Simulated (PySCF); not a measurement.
F₃S, SMILES F[S](F)F (connectivity only; charge and spin as stated), charge -1, multiplicity 1. Atoms are numbered in the order given.

```xyz
4

F      0.0000     1.8524    -0.3087
S      0.0000     0.0000    -0.3835
F      0.0000    -1.8524    -0.3087
F      0.0000     0.0000     1.2991
```
Charge -1, spin multiplicity 1.

Geometry optimised at B3LYP-D3(BJ)/def2-SVPD. The spin state was assumed, not searched. The isomer is the one that the SMILES or the coordinates give; other isomers of the formula were not compared.

The numbers are results of PBE/def2-TZVPD run with PySCF, not measurements.

Symmetry labels are those of the subgroup C2v that the program uses (full group C2v).

Computed valence orbital energies around the gap with their symmetry:
```
orbital  symmetry  energy (eV)
-------  --------  -----------
HOMO−7         B1        -5.30
HOMO−6         B2        -4.51
HOMO−5         B1        -3.28
HOMO−4         A1        -3.25
HOMO−3         A2        -3.07
HOMO−2         B2        -2.76
HOMO−1         A1        -2.18
HOMO           B1         0.34
LUMO           A1         2.94
LUMO+1         B2         3.90
LUMO+2         A1         4.17
LUMO+3         B1         4.38
```
